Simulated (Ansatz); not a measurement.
Frontier orbitals of `C1[O][GaH][S]1`.

Z-matrix (Å, degrees):
```
C
Ga 1 2.433
S 1 1.863 2 59.4
O 1 1.400 2 47.8 3 180.0
H 1 1.094 2 125.1 3 -91.7
H 1 1.094 2 125.1 3 91.7
H 2 1.540 1 166.3 3 -180.0
```

The species carries charge 0 and has multiplicity 1. Correlated methods include outer-core shells of Ga, which these sets cover unevenly. Scalar relativity is left out up to krypton. Geometry: relaxed with PBE0-D4/def2-TZVP. Basis def2-TZVPP, Ansatz.

```csv
functional,HOMO (eV),LUMO (eV),gap (eV)
LDA (SPW92),-6.21,-2.06,4.15
PBE,-6.06,-1.82,4.24
revPBE,-6.00,-1.72,4.28
PBE0,-7.21,-1.10,6.11
B3LYP,-6.99,-1.35,5.64
r2SCANh,-6.73,-1.33,5.40
r2SCAN0,-7.37,-0.95,6.42
HSE06 (plane-wave form),-6.81,-1.46,5.35
ωB97M-V,-9.37,0.59,9.96
```

A quarter of exact exchange (PBE0) shifts PBE's HOMO by −1.15 eV and its LUMO by +0.73 eV; full exchange at long range (ωB97M-V) shifts them by −3.31 and +2.41 eV. The gap opens from 4.24 to 9.96 eV, since occupied levels lose self-interaction and empty ones feel all the electrons. A positive LUMO is unbound and depends on the basis.

B3LYP here is the variant with VWN-RPA as its local correlation; programs differ in this.
